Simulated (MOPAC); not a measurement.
Input file for MOPAC: PM6 on MoH, 2S+1 = 6, a spin state set in the input, which need not be the lowest, a point of a bond scan (R = 1.721 Å).

```
PM6 1SCF PRECISE CHARGE=0 UHF MS=2.5 THREADS=1
HMo

Mo     0.00000000 1     0.00000000 1     0.00000000 1
H      0.00000000 1     0.00000000 1     1.72119800 1
```

Output:

```
*******************************************************************************
 **                                                                           **
 **                              MOPAC v23.2.5                                **
 **                                                                           **
 *******************************************************************************
 ** MOPAC's Digital Object Identifier: https://doi.org/10.5281/zenodo.6511958 **
 **                                                                           **
 ** Please cite the open-source release paper for use of this MOPAC version:  **
 ** J. E. Moussa and J. J. P. Stewart (2026)                                  **
 ** MOPAC: An open-source semiempirical molecular orbital program             **
 ** J. Open Source Softw., 11(119), 8025, https://doi.org/10.21105/joss.08025 **
 *******************************************************************************

                              PM6 CALCULATION RESULTS

 *******************************************************************************
 *  PM6        - The PM6 Hamiltonian to be used
 *  UHF        - UNRESTRICTED HARTREE-FOCK CALCULATION
 *
 *
 *
 *                 CHARGE ON SYSTEM = 0
 *
 *
 *
 *  MS=        - IN MECI, MAGNETIC COMPONENT OF SPIN =  2.5
 *  PRECISE    - TIGHTER CRITERIA TO BE USED
 *  1SCF       - DO 1 SCF AND THEN STOP
 *  THREADS=1  - MULTI-THREADING NOT USED
 *  T=         - A TIME OF 172800.0 SECONDS REQUESTED
 *  DUMP=N     - RESTART FILE WRITTEN EVERY 7200.0 SECONDS REQUESTED
 *******************************************************************************
PM6 1SCF PRECISE CHARGE=0 UHF MS=2.5 THREADS=1
 HMo

   ATOM   CHEMICAL          X               Y               Z
  NUMBER   SYMBOL      (ANGSTROMS)     (ANGSTROMS)     (ANGSTROMS)

     1      Mo          0.00000000  *   0.00000000  *   0.00000000  *
     2       H          0.00000000  *   0.00000000  *   1.72119800  *



          CARTESIAN COORDINATES

    NO.       ATOM           X           Y           Z

     1        Mo          0.0000      0.0000      0.0000
     2         H          0.0000      0.0000      1.7212

 General Reference for PM6:
 "Optimization of Parameters for Semiempirical Methods V: Modification of NDDO Approximations
 and Application to 70 Elements", J. J. P. Stewart, J. Mol. Mod., 13, 1173-1213 (2007)
 URL: https://link.springer.com/article/10.1007/s00894-007-0233-4

           Empirical Formula: H Mo  =     2 atoms



      MOLECULAR POINT GROUP   :   C*v


          UHF CALCULATION, NO. OF ALPHA ELECTRONS =    6
                           NO. OF BETA  ELECTRONS =    1

 -------------------------------------------------------------------------------
 PM6 1SCF PRECISE CHARGE=0 UHF MS=2.5 THREADS=1
 HMo



     1SCF WAS SPECIFIED, SO BFGS WAS NOT USED
     SCF FIELD WAS ACHIEVED


                              PM6 CALCULATION
                                                       MOPAC v23.2.5 Linux




          FINAL HEAT OF FORMATION =        145.28824 KCAL/MOL =     607.88598 KJ/MOL


          COSMO AREA              =         84.02 SQUARE ANGSTROMS
          COSMO VOLUME            =         71.98 CUBIC ANGSTROMS

          IONIZATION POTENTIAL    =          5.607069 EV
          ALPHA SOMO LUMO (EV)    =         -5.607  3.077
          BETA  SOMO LUMO (EV)    =         -9.482  4.581
          NO. OF ALPHA ELECTRONS  =          6
          NO. OF BETA  ELECTRONS  =          1
          MOLECULAR WEIGHT        =         96.9479         POINT GROUP:  C*v

          MOLECULAR DIMENSIONS (Angstroms)

            Atom       Atom       Distance
            H     2   Mo     1     1.72120
            H     2   Mo     1     0.00000
           Mo     1    H     2     0.00000


          SCF CALCULATIONS        =          1





   ATOM   CHEMICAL          X               Y               Z
  NUMBER   SYMBOL      (ANGSTROMS)     (ANGSTROMS)     (ANGSTROMS)

     1      Mo          0.00000000  *   0.00000000  *   0.00000000  *
     2       H          0.00000000  *   0.00000000  *   1.72119800  *

                             CARTESIAN COORDINATES

   1   Mo        0.000000000     0.000000000     0.000000000
   2    H        0.000000000     0.000000000     1.721198000


           Empirical Formula: H Mo  =     2 atoms



      MOLECULAR POINT GROUP   :   C*v


          ALPHA EIGENVALUES
 -10.33055  -8.35632  -8.35632  -8.05812  -8.05812  -5.60707   3.07669   3.07669
   3.33306   6.99055


           BETA EIGENVALUES
  -9.48154   4.58064   4.58064   4.71569   4.94084   4.94084   5.30159   6.97429
   6.97429   7.73119


              NET ATOMIC CHARGES AND DIPOLE CONTRIBUTIONS

  ATOM NO.   TYPE          CHARGE      No. of ELECS.   s-Pop       p-Pop       d-Pop
    1         Mo           0.144952        5.8550     0.84512     0.03604     4.97389
    2          H          -0.144952        1.1450     1.14495
 DIPOLE           X         Y         Z       TOTAL
 POINT-CHG.     0.000     0.000    -1.198     1.198
 HYBRID         0.000     0.000    -0.768     0.768
 SUM            0.000     0.000    -1.967     1.967


          ATOMIC ORBITAL ELECTRON POPULATIONS

     Atom    s        px        py        pz      x^2-y^2     xz        z^2       yz        xy
    1 Mo   0.84512   0.00552   0.00552   0.02500   1.00000   0.99448   0.98493   0.99448   1.00000
    2  H   1.14495


                    (SZ)    =    2.500000
                    (S**2)  =    8.757649


          ATOMIC ORBITAL SPIN POPULATIONS

    Atom   Total    s     px     py     pz   x^2-y^2  xz     z^2    yz     xy
         Atomic
    1 Mo  5.0655  0.748  0.006  0.006  0.007  1.000  0.994  0.310  0.994  1.000
    2  H -0.0655 -0.065

 **********************
 *                    *
 * JOB ENDED NORMALLY *
 *                    *
 **********************




 == MOPAC DONE ==
```

The run finished.

Cost: very roughly 0.03 core-seconds.
